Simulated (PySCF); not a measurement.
C2H6N, SMILES [NH+](C)=C, charge +1.

Coordinates come from a PBE-D3(BJ)/def2-TZVP optimisation. The isomer is the one that the SMILES or the coordinates give; other isomers of the formula were not compared.

Calculation: TDDFT-B3LYP/def2-SVPD (PySCF).

Vertical excitations.  State labels are in the subgroup Cs.

Problem. Give excitation energies, oscillator strengths and character. (An estimate is asked for; the answer gives what the named calculation found.)

Solution. 
```
state  symmetry  energy (eV)  λ (nm)      f          main pairs
-----  --------  -----------  ------  -----  ------------------
S1           A'         7.39     168  0.244      HOMO→LUMO 94 %
S2           A"         7.58     163  0.000    HOMO−1→LUMO 98 %
S3           A"         7.76     160  0.000    HOMO−2→LUMO 98 %
S4           A"         9.75     127  0.000    HOMO→LUMO+1 99 %
S5           A"        10.22     121  0.000    HOMO−4→LUMO 97 %
S6           A'        10.24     121  0.117    HOMO−3→LUMO 92 %
S7           A"        10.88     114  0.001    HOMO→LUMO+2 94 %
S8           A'        11.15     111  0.041  HOMO−1→LUMO+1 98 %
S9           A"        11.42     109  0.059    HOMO→LUMO+3 84 %
S10          A"        11.57     107  0.001    HOMO→LUMO+4 81 %
T1           A'         4.88     254      0      HOMO→LUMO 90 %
T2           A"         7.10     175      0    HOMO−2→LUMO 98 %
T3           A"         7.47     166      0    HOMO−1→LUMO 99 %
T4           A'         8.53     145      0    HOMO−3→LUMO 90 %
```
Triplets are in the Tamm–Dancoff approximation, which puts them higher than full response would, so one can lie above its singlet here.
